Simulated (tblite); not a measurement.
C₄H₉AsOS.
Numbering: `[CH2:1]=[C:2]([CH2:3][AsH2:4])[S@@:5]([CH3:6])=[O:7]` (hydrogens: H8, H9 on C1; H10, H11 on C3; H12, H13 on As4; H14, H15, H16 on C6)

Computed with GFN2-xTB (tblite), gas phase: L-BFGS steps from a force-field or distance-geometry start until the largest atomic force falls under 0.01 eV/Å.

Step 52: E = -619.5545 eV
```
atom  x, y, z in Å  |  force x, y, z in eV/Å
C1     -0.0635    1.5371    1.2615    0.000   0.009   0.008
C2      0.0571    0.9059    0.1067   -0.009   0.018   0.004
C3     -1.0274    0.3730   -0.7425   -0.003   0.003   0.039
As4    -1.6706   -1.3533    0.0396    0.022  -0.050  -0.015
S5      1.7573    0.6421   -0.5303    0.014   0.072   0.025
C6      1.8393   -1.1054    0.0710    0.005  -0.038  -0.007
O7      1.6190    0.5504   -1.9851    0.013  -0.064  -0.020
H8     -1.0290    1.7462    1.6992    0.031  -0.014   0.014
H9      0.8053    1.8692    1.8048   -0.028   0.046   0.003
H10    -0.6331    0.1874   -1.7482   -0.006  -0.004   0.033
H11    -1.8598    1.0755   -0.8142   -0.011  -0.002  -0.001
H12    -2.4804   -0.6919    1.1186   -0.007   0.008  -0.015
H13    -2.8946   -1.4263   -0.8193   -0.066   0.031  -0.036
H14     1.1488   -1.6974   -0.5225    0.003  -0.060  -0.030
H15     1.5735   -1.1359    1.1225    0.001   0.035   0.015
H16     2.8509   -1.4675   -0.0730    0.040   0.010  -0.016
```

Step 53: E = -619.5555 eV
```
atom  x, y, z in Å  |  force x, y, z in eV/Å
C1     -0.0597    1.5370    1.2616    0.003   0.001   0.004
C2      0.0526    0.9064    0.1058    0.038   0.026  -0.013
C3     -1.0334    0.3797   -0.7441    0.002  -0.019   0.044
As4    -1.6670   -1.3559    0.0269   -0.010  -0.033  -0.019
S5      1.7524    0.6376   -0.5364    0.001   0.081   0.004
C6      1.8409   -1.1059    0.0764   -0.003  -0.006  -0.010
O7      1.6109    0.5375   -1.9911    0.006  -0.067   0.019
H8     -1.0203    1.7520    1.7041   -0.014  -0.013   0.021
H9      0.8112    1.8628    1.8043   -0.002   0.047  -0.002
H10    -0.6391    0.1991   -1.7509   -0.020   0.010   0.034
H11    -1.8688    1.0796   -0.8086    0.001  -0.006  -0.005
H12    -2.4733   -0.7046    1.1161    0.001  -0.001  -0.025
H13    -2.8957   -1.4225   -0.8281   -0.053   0.026  -0.023
H14     1.1521   -1.7045   -0.5115    0.012  -0.071  -0.044
H15     1.5742   -1.1283    1.1272    0.001   0.033   0.037
H16     2.8553   -1.4611   -0.0631    0.039  -0.008  -0.023
```

Step 54: E = -619.5566 eV
```
atom  x, y, z in Å  |  force x, y, z in eV/Å
C1     -0.0572    1.5381    1.2616   -0.003   0.000   0.006
C2      0.0478    0.9061    0.1062    0.074   0.030  -0.024
C3     -1.0396    0.3843   -0.7438    0.019  -0.043   0.048
As4    -1.6668   -1.3585    0.0161   -0.046  -0.017  -0.026
S5      1.7475    0.6341   -0.5393   -0.006   0.064  -0.009
C6      1.8448   -1.1080    0.0797   -0.004   0.030  -0.006
O7      1.6045    0.5269   -1.9936   -0.002  -0.060   0.034
H8     -1.0133    1.7606    1.7077   -0.055  -0.015   0.027
H9      0.8151    1.8591    1.8036    0.028   0.049  -0.005
H10    -0.6443    0.2066   -1.7503   -0.024   0.018   0.013
H11    -1.8765    1.0821   -0.8049    0.001   0.000  -0.002
H12    -2.4692   -0.7138    1.1131    0.004  -0.010  -0.027
H13    -2.8998   -1.4164   -0.8363   -0.034   0.019  -0.006
H14     1.1589   -1.7138   -0.5044    0.027  -0.067  -0.047
H15     1.5774   -1.1248    1.1301    0.001   0.024   0.050
H16     2.8632   -1.4536   -0.0568    0.019  -0.021  -0.026
```

**Question.** Estimate the geometry and energy of step 55. (The exact step hangs on the optimiser's Hessian estimate; all steps are aligned on step 54, rigid shifts and turns removed.)

**Answer.** E = -619.5578 eV, largest force 0.088 eV/Å
```
atom  x, y, z in Å  |  force x, y, z in eV/Å
C1     -0.0535    1.5386    1.2611    0.003   0.001   0.007
C2      0.0437    0.9069    0.1047    0.079   0.035  -0.014
C3     -1.0476    0.3913   -0.7437    0.018  -0.037   0.024
As4    -1.6654   -1.3625    0.0013   -0.077   0.016  -0.038
S5      1.7418    0.6306   -0.5443   -0.010   0.001  -0.052
C6      1.8491   -1.1097    0.0859   -0.011   0.058  -0.002
O7      1.5965    0.5094   -1.9981   -0.009  -0.039   0.073
H8     -1.0052    1.7687    1.7111   -0.080  -0.020   0.028
H9      0.8214    1.8532    1.8030    0.037   0.045  -0.020
H10    -0.6541    0.2222   -1.7531   -0.038   0.022   0.023
H11    -1.8880    1.0877   -0.7966    0.038  -0.027   0.006
H12    -2.4630   -0.7272    1.1083    0.010  -0.021  -0.028
H13    -2.9047   -1.4106   -0.8459   -0.012   0.013   0.009
H14     1.1680   -1.7268   -0.4943    0.057  -0.031  -0.026
H15     1.5813   -1.1182    1.1369    0.006   0.011   0.030
H16     2.8723   -1.4446   -0.0474   -0.012  -0.027  -0.022
```

The energy changes by -0.0012 eV. The first-order estimate −F·Δx gives -0.0017 eV and the mean of the old and new forces, exact on a quadratic surface, -0.0012 eV. The step makes an angle of 81° with the force vector and moves no atom by more than 0.020 Å.

What follows is the cost of the whole relaxation. On Arm Neoverse V1, one thread, on a shared host, this took 1.1 s wall.
